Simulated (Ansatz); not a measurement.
Z-matrix (Å, degrees):
```
Si
B 1 2.215
B 1 1.935 2 44.4
H 1 1.491 2 144.3 3 -100.0
H 1 1.486 2 88.9 3 133.9
N 2 1.368 1 126.3 3 -162.3
F 3 1.333 1 130.9 2 -140.9
H 6 1.009 2 122.2 1 133.8
H 6 1.007 2 123.9 1 -45.7
```

The species carries charge 0 and has multiplicity 1.

Q: List the PBE0/def2-TZVPP orbital energies in eV (the Gaussian-basis code of Ansatz). (An estimate is asked.)

A: Ansatz gave: Occupied: -1802.31, -673.71, -392.26, -185.34, -185.03, -144.69, -99.39, -99.33, -99.29, -33.26, -25.20, -16.57, -15.07, -14.85, -14.35, -12.72, -12.38, -11.96, -10.10, -9.21, -6.97, -6.25. Lowest empty: -1.75, -0.28, 0.19, 1.01, 1.35, 1.76, 2.19, 2.74.
